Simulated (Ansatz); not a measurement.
Species: C2H3F2, charge 0, multiplicity 2. It need not be the lowest isomer of its formula. 
Geometry from a B3LYP-D3(BJ)/def2-TZVP (Ansatz, a program for electronic structure) optimisation:
```xyz
7

C     -1.3819    -0.1393    -0.0395
C      0.0723     0.0128    -0.2998
F      0.8379    -1.0163     0.0887
F      0.6175     1.1598     0.1282
H     -1.5758    -0.1785     1.0400
H     -1.7431    -1.0601    -0.4942
H     -1.9220     0.7061    -0.4621
```
Charge 0, spin multiplicity 2.

Basis-set convergence of Hartree-Fock and MP2 correlation energies (hartree) with Ansatz. Correlated levels leave the core frozen unless marked. UHF or UKS for open shells. Spin-orbit coupling is left out. No relativistic terms.

| basis | functions | E(HF) | E(corr, MP2) |
|---|---|---|---|
| aug-cc-pVDZ | 119 | -276.34978 | -0.66718 |
| aug-cc-pVTZ | 253 | -276.42609 | -0.82813 |
| aug-cc-pVQZ | 458 | -276.44473 | -0.88628 |

Extrapolating the two largest sets (X = 3 and 4) as X^-3: E(corr) = (64·(-0.88628) - 27·(-0.82813))/37 = -0.9287 Eh, an estimate of the basis-set limit. The largest set recovers 95.4 % of it, the smallest 71.8 %.
